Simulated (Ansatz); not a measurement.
Reaction (redistribution): `OP[SiH3]` + `[CH3][GaH][SH]` → `OP([SiH3])S` + `[CH3][GaH2]`

Program: Ansatz. Geometries: PBE0-D4/def2-TZVP. ΔE: electronic, gas phase. CCSD(T)/CBS adds triple-zeta CCSD(T) − MP2 to the extrapolated MP2 energy (def2 sets, frozen cores). DFT in def2-TZVPP. HSE06 is defined as in plane-wave codes. For Ga outer-core shells are correlated without core-valence functions, which leaves a few kJ/mol of doubt a bond. Scalar relativity is left out up to krypton. One conformer a species, not always the lowest.

```csv
level,ΔE (eV)
B97M-V,0.68
HSE06-D4,0.72
B2PLYP,0.80
SCS-MP2/def2-TZVPP,0.83
```

**Question.** What does CCSD(T)/CBS give? (An estimate is asked.)

**Answer.** Ansatz gave: +0.80 eV. The listed levels differ from it by -0.12, -0.08, 0.00, 0.03 eV.

Largest T1 diagnostic among the species: 0.014.

The D4 term adds −0.06 eV with B3LYP and −0.03 eV with PBE0; it sums over pairs of atoms, weighted by their polarisabilities, and B3LYP, whose exchange is more repulsive, gets the larger term. In def2-TZVPP, CCSD(T) changes the Hartree–Fock value by −0.10 eV (the triples alone add −0.03 eV) and MP2 by −0.13 eV. From BLYP to BHLYP (50 % exact exchange), in def2-TZVPP and without D4, ΔE moves by +0.09 eV.

B3LYP here is the variant with VWN-RPA as its local correlation; programs differ in this.
